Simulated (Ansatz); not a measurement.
Cost and result for the atomization energy of C₃H₈Si₂, SMILES `C#CC([SiH3])[SiH3]` (13 atoms, 12 bonds).

```xyz
13

C     2.376   -0.159   -1.031
C     1.195   -0.197   -0.806
C    -0.207   -0.216   -0.474
Si   -0.497   -1.342    1.019
Si   -0.815    1.548   -0.160
H     3.418   -0.132   -1.243
H    -0.796   -0.620   -1.307
H    -0.013   -2.713    0.717
H    -1.954   -1.386    1.317
H     0.231   -0.800    2.192
H    -0.094    2.116    1.006
H    -0.570    2.387   -1.360
H    -2.274    1.513    0.130
```

Charge 0, multiplicity 1. The structure was optimised at the PBE0-D4/def2-TZVP level. Program: Ansatz. All runs use 4 threads of an Arm Neoverse V1 on a shared host. Times are those of one run each, without the atoms' runs, and a repeat can differ threefold. Electronic energies, without spin–orbit coupling; frozen cores. CCSD(T)/CBS adds CCSD(T) − MP2 in def2-TZVPP to the MP2 limit, and its time is that of the two runs behind it. T1 = 0.012. B3LYP takes the VWN-RPA correlation (the form of Gaussian; ORCA's B3LYP/G).

CCSD(T)/CBS is a level of theory with its own doubt, some kJ/mol a heavy atom from the limit and from the frozen cores, so smaller differences don't rank the functionals.

| level | functions | wall time | atomization (kJ/mol) | difference from CCSD(T)/CBS | per bond |
| --- | --- | --- | --- | --- | --- |
| PBE-D4/def2-TZVPP (with forces) | 289 | 3.2 s | 4747.3 | 41.4 | 3.5 |
| PBE0-D4/def2-TZVPP | 289 | 4.1 s | 4699.3 | -6.6 | -0.5 |
| r2SCAN-D4/def2-TZVPP (with forces) | 289 | 6.5 s | 4707.7 | 1.8 | 0.2 |
| B3LYP-D4/def2-TZVPP (with forces) | 289 | 7 s | 4707.5 | 1.6 | 0.1 |
| B2PLYP/def2-TZVPP | 289 | 7.5 s | 4656.3 | -49.6 | -4.1 |
| ωB97X-V/def2-TZVPP | 289 | 11 s | 4720.6 | 14.7 | 1.2 |
| ωB97M-V/def2-TZVPP (with forces) | 289 | 16 s | 4715.7 | 9.8 | 0.8 |
| MP2/def2-QZVPP | 551 | 31 s | 4707.0 | 1.1 | 0.1 |
| CCSD(T)/def2-TZVPP | 289 | 3.4 min | 4592.3 | -113.6 | -9.5 |
| CCSD(T)/CBS(def2) | – | 3.9 min | 4705.9 | 0.0 | 0.0 |

The D4 term adds +50.9 kJ/mol with B3LYP and +27.0 kJ/mol with PBE0; it sums over pairs of atoms, weighted by their polarisabilities, and B3LYP, whose exchange is more repulsive, gets the larger term. From PBE to PBE0 (25 % exact exchange), in def2-TZVPP and without D4, the atomization energy moves by −43.4 kJ/mol: exact exchange takes away binding that semilocal exchange gives to molecules. In def2-TZVPP, CCSD(T) changes the Hartree–Fock value by +1053.9 kJ/mol (the triples alone add +63.0 kJ/mol) and MP2 by +1101.2 kJ/mol; breaking electron pairs costs correlation energy, which Hartree–Fock lacks.
